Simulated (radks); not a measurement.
Spin polarisation of the 4f5 shell in Pm. Start: [Xe] 4f(up 2.5, down 2.5) 6s2; electrons of 4f are moved from spin down to spin up, other shells keep equal spins. Method: scalar-relativistic Kohn-Sham, PBE, spin-polarised, spherical densities, finite nucleus; Fermi nuclear charge, rms radius of each element as measured or else 0.836 A^(1/3) + 0.57 fm; computed with a radial shooting solver on a logarithmic mesh with Libxc functionals.

| moment (Bohr magnetons) | E - E(0) (eV) | e(4f up) (eV) | e(4f down) (eV) | 6s down minus up (eV) | 5p down minus up (eV) | 5s down minus up (eV) |
|---|---|---|---|---|---|---|
| 0 | 0.000 | -2.155 | -2.155 | 0.000 | 0.000 | 0.000 |
| 1 | -0.163 | -2.461 | -1.808 | 0.040 | 0.342 | 0.456 |
| 2 | -0.653 | -2.723 | -1.420 | 0.080 | 0.685 | 0.914 |
| 3 | -1.466 | -2.936 | -0.989 | 0.122 | 1.031 | 1.373 |
| 4 | -2.600 | -3.091 | -0.509 | 0.166 | 1.379 | 1.833 |

At moment 4 the spin-polarisation energy is -2.600 eV and the 4f exchange splitting 2.581 eV, that is 0.645 eV per Bohr magneton; E = -I m^2/4 would give I = 0.650 eV.
